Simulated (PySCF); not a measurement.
These are PBE0-D4/def2-TZVP (PySCF 2.14.0) values and carry that method's errors. Gas-phase values, no solvent. One relaxed conformer stands for a flexible species; it need not be the lowest. Delta-SCF ions had no search for a lower state. 

Reference species (SMILES): `O[Si](O)(Br)Br` (H–O–Si–Br torsion -66°, Br–Si–O–H torsion -46°) (neutral, multiplicity 1).

```
Item                                      Result
--------------------------------------  --------
vertical ionisation energy (Delta-SCF)  10.51 eV
LUMO                                    -0.20 eV
```

Changed species: `Br[Si](O)(Br)Br` (H–O–Si–Br torsion 180°) (1 of 4 Br replaced by OH; the reference has 2 of 4 Br replaced by OH).

### Question
Predict the effect on the vertical ionisation energy (Delta-SCF) and LUMO.

### Answer
the vertical ionisation energy (Delta-SCF) drops by 0.09 eV, to 10.42 eV; the LUMO falls by 0.77 eV, to -0.97 eV.
